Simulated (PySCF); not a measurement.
cyclotrisilazane (H₉N₃Si₃), SMILES N1[SiH2]N[SiH2]N[SiH2]1.

Coordinates come from a PBE-D3(BJ)/def2-SVP optimisation.

Level of theory: SMD-M06-2X/def2-SVP (PySCF).

Solvation free energies are E(SMD) − E(gas) at the gas-phase geometry, for 1 M in both phases. In vacuum the dipole moment is 0.88 D.

| solvent | ΔG(solv) (kcal/mol) | its non-electrostatic (CDS) part | dipole (D) |
|---|---|---|---|
| water | 0.1 | 5.1 | 1.22 |
| 2-propanol | -4.2 | 0.5 | 1.19 |
| 1-octanol | -3.2 | 1.0 | 1.16 |
